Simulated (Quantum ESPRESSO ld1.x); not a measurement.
The numbers below are computed, except where a source is named.
Task: Species: Ba18+. Configuration: [Kr] 4d2. Level of theory: Dirac Kohn-Sham, LDA (Slater exchange, Perdew-Zunger correlation), spin-unpolarised, spherical densities, point nucleus; open shells fill j = l - 1/2 first (ld1.x of Quantum ESPRESSO 7.5). Some entries of the table are withheld. Estimate them.

| orbital | occ. | eigenvalue (eV) | r(max) (bohr) | <r^2> (bohr^2) |
|---|---|---|---|---|
| 1s1/2 | 2 | (1) | 0.01644 | 0.0008897 |
| 2s1/2 | 2 | -6331.47 | 0.09309 | 0.01415 |
| 2p1/2 | 2 | -5993.89 | 0.07107 | 0.01040 |
| 2p3/2 | 4 | -5612.35 | 0.07614 | 0.01167 |
| 3s1/2 | 2 | (2) | 0.2660 | 0.09642 |
| 3p1/2 | 2 | (3) | 0.2523 | (4) |
| 3p3/2 | 4 | (5) | 0.2633 | (6) |
| 3d3/2 | 4 | -1211.77 | 0.2116 | 0.08069 |
| 3d5/2 | 6 | -1195.66 | 0.2147 | 0.08281 |
| 4s1/2 | 2 | -635.411 | 0.6051 | 0.4502 |
| 4p1/2 | 2 | -581.254 | 0.6111 | 0.4676 |
| 4p3/2 | 4 | -562.343 | 0.6316 | 0.4968 |
| 4d3/2 | 2 | -471.999 | 0.6371 | (7) |
| 4d5/2 | 0 | -468.265 | 0.6431 | (8) |
| 4f5/2 | 0 | (9) | 0.5942 | 0.5562 |
| 4f7/2 | 0 | (10) | 0.5961 | 0.5592 |
| 5s1/2 | 0 | -326.305 | 1.166 | 1.503 |
| 5p1/2 | 0 | -303.346 | 1.203 | 1.604 |
| 5p3/2 | 0 | -296.356 | 1.233 | 1.679 |

Result: 
(1) 1s1/2 eigenvalue (eV): -37645.8
(2) 3s1/2 eigenvalue (eV): -1675.06
(3) 3p1/2 eigenvalue (eV): -1533.73
(4) 3p1/2 <r^2> (bohr^2): 0.09097
(5) 3p3/2 eigenvalue (eV): -1458.89
(6) 3p3/2 <r^2> (bohr^2): 0.09848
(7) 4d3/2 <r^2> (bohr^2): 0.5301
(8) 4d5/2 <r^2> (bohr^2): 0.5391
(9) 4f5/2 eigenvalue (eV): -363.647
(10) 4f7/2 eigenvalue (eV): -362.975
